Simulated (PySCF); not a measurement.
C6H8NO (doublet state).
SMILES with atom numbers: `[CH3:1][CH:2][c:3]1[cH:4][n:5][o:6][c:7]1[CH3:8]` (hydrogens: H9, H10, H11 on C1; H12 on C2; H13 on C4; H14, H15, H16 on C8)

Geometry (GFN2-xTB, Å), atoms numbered from 1 in this order:
```
atom  x, y, z in Å
C1     2.4532   -0.2656   -0.2489
C2     1.0126   -0.5944   -0.1315
C3     0.0128    0.3525    0.0285
C4     0.1025    1.7853    0.1176
N5    -1.0640    2.3315    0.2617
O6    -1.9876    1.3351    0.2815
C7    -1.3735    0.1482    0.1433
C8    -2.1879   -1.0873    0.1360
H9     2.6692    0.7218    0.1510
H10    3.0577   -1.0047    0.2767
H11    2.7696   -0.2811   -1.2968
H12    0.7266   -1.6321   -0.2052
H13    0.9763    2.4029    0.0735
H14   -2.0224   -1.6450   -0.7856
H15   -1.9128   -1.7310    0.9720
H16   -3.2399   -0.8272    0.2148
```

The hyperfine couplings belong to this conformer and change with its torsions.

Level of theory: UKS B3LYP, pcH-1 on C H N O, non-relativistic, mean-field spin-orbit, GIAO (PySCF 2.14.0). The structure is a single GFN2-xTB conformer in the gas phase; no vibrational or solvent corrections. A GFN2-xTB geometry isn't a minimum of the functional, and hyperfine couplings can be far from their values at a DFT geometry. The SCF solution wasn't tested for stability.

Largest spin populations (Mulliken): C2 (+0.77), C7 (+0.37), C3 (-0.19) and C4 (+0.09). The angles at C2 add up to 360.0°, so it is planar; its axial dipolar tensor and the negative coupling of its proton fit spin in a p orbital normal to that plane.

Test a(H) = Q·ρ(C) for the protons on planar carbons with a spin population beyond ±0.08.

| H | C | ρ(C) | a(H) (G) | a/ρ (G) |
| --- | --- | --- | --- | --- |
| H12 | C2 | +0.772 | -16.93 | -21.9 |
| H13 | C4 | +0.091 | -2.19 | -24.0 |

A least-squares line through the origin gives Q = -22.0 G with Mulliken populations. In every row coupling and population have opposite signs.

List the C–H protons on four-coordinate carbons next to a three-coordinate spin centre, with their couplings and θ (C–H bond against the normal to the plane of the centre's neighbours, projected along the bond that joins the two).

| β H | on | centre | θ (°) | cos²θ | a (G) |
| --- | --- | --- | --- | --- | --- |
| H9 | C1 | C2 | 71 | 0.11 | +5.21 |
| H10 | C1 | C2 | 51 | 0.40 | +16.69 |
| H11 | C1 | C2 | 11 | 0.97 | +38.56 |
| H14 | C8 | C7 | 32 | 0.71 | +12.82 |
| H15 | C8 | C7 | 28 | 0.78 | +13.79 |
| H16 | C8 | C7 | 88 | 0.00 | +0.47 |

Fitting the Heller–McConnell form a = ρ(B0 + B2 cos²θ), with Mulliken ρ = 0.77 and 0.37, gives B0 = 1.3 G and B2 = 49.7 G, with a largest miss of 1.0 G.

What would the freely rotating methyl group on C1 show?

Three equal couplings, a 1:3:3:1 quartet. The mean of the three values of this geometry estimates the splitting: 20.2 G, or 56.5 MHz (three bonds 120° apart have a mean cos²θ of 1/2 at any torsion).

Couplings in gauss use g_iso = 2.0026.
